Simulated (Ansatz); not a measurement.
The cluster CaF2⁻, relaxed as a doublet with UKS PBE0-D4/def2-TZVPD in Ansatz, starting from the GFN1-xTB geometry. Force threshold 0.02 eV/Å.

The highest occupied level of the charge -1 doublet lies above zero (up to 0.55 eV). By energy differences its removal costs 0.90 eV (vertical, to the charge 0 singlet, at PBE0-D4/def2-TZVPD); a positive level beside a positive removal energy at the same level points to self-interaction error. The relaxation made no stability test and no search for a lower SCF solution. The structure comes from a short search, and lower isomers may exist.

Start:

Cartesian coordinates in Å:
```
Ca 0.001 -0.001 0.003
F 1.247 -1.555 0.113
F -1.248 1.556 -0.115
```

```csv
step,energy (eV),largest force component (eV/Å),SCF passes
1,-23868.8699,1.084,15
2,-23868.9406,0.284,21
3,-23868.9467,0.021,22
4,-23868.9470,0.031,17
5,-23868.9489,0.081,21
6,-23868.9933,0.308,25
7,-23869.1229,0.316,24
8,-23869.2342,0.205,26
9,-23869.2670,0.397,25
10,-23869.2779,0.028,20
11,-23869.2780,0.004,14
```

Force components are those of the run's own axes.

End:

```xyz
3

Ca    0.032    0.075    0.680
F     1.091   -1.418   -0.239
F    -1.123    1.343   -0.441
```

By distances, no bond broke or formed. The bond that changes most is Ca1–F2, from 2.00 to 2.05 Å (atoms count from 1).

No frequencies were taken in this run, so the end may be a saddle point.

It took 9 s on 4 threads of Arm Neoverse V2 on a shared host.
